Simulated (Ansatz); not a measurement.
H6BN, charge +1, doublet, geometry from GFN2-xTB (a state made from the parent by changing its charge; the spin is typed, not shown lowest); BHLYP/STO-3G (Ansatz, a quantum-chemistry and plane-wave program).

Here is a job for Ansatz.
Ansatz 0.2 input:
```yaml
crystal:
  periodic: [false, false, false]
  atoms:
    - {symbol: B, position_ang: [-0.85103693, 0.06096459, -0.05926607]}
    - {symbol: N, position_ang: [0.70400636, -0.07680200, 0.02198812]}
    - {symbol: H, position_ang: [-1.31066910, -0.65817881, -0.86241623]}
    - {symbol: H, position_ang: [-1.21010950, 1.21525847, -0.09762284]}
    - {symbol: H, position_ang: [-1.37179730, 0.05664760, 1.03233308]}
    - {symbol: H, position_ang: [0.95897137, -1.04341522, 0.24745522]}
    - {symbol: H, position_ang: [1.13876401, 0.53781366, 0.71440043]}
    - {symbol: H, position_ang: [1.12198069, 0.12466532, -0.89173616]}
basis:
  gaussian:
    orbitals: STO-3G
hamiltonian:
  xc: {name: BHLYP}
total_charge: 1
magnetization: {spin_polarized: true, initial_magnetization: 1}
accuracy: high
```

Q: What does Ansatz print? Leave out banner, timings and long lists.

A: 
```
Functional definition: BHLYP
276 factors; integrals over basis functions are off by at most 2.7e-8 eV
mean field evaluation 1: about -2225.3745 eV, gradient 1.1e1 eV
mean field evaluation 2: about -2225.9585 eV, gradient 6.7e0 eV
mean field evaluation 4: about -2226.1910 eV, gradient 1.4e-1 eV
mean field evaluation 8: about -2226.1908 eV, gradient 3.0e-3 eV
mean field evaluation 16: about -2226.1908 eV, gradient 1.1e-7 eV
mean field -2226.19083862 eV, -81.8110043528 hartree, gradient 1.8e-8 eV, S^2 0.754195; 0 other end points of the search recorded, 0 dependent functions left out
reference -2226.19085841 eV, -81.8110050803 hartree; 9, 8 occupied and 7, 8 virtual orbitals, 276 factors
Total energy: -2226.19085841 eV, -81.8110050803 hartree
```
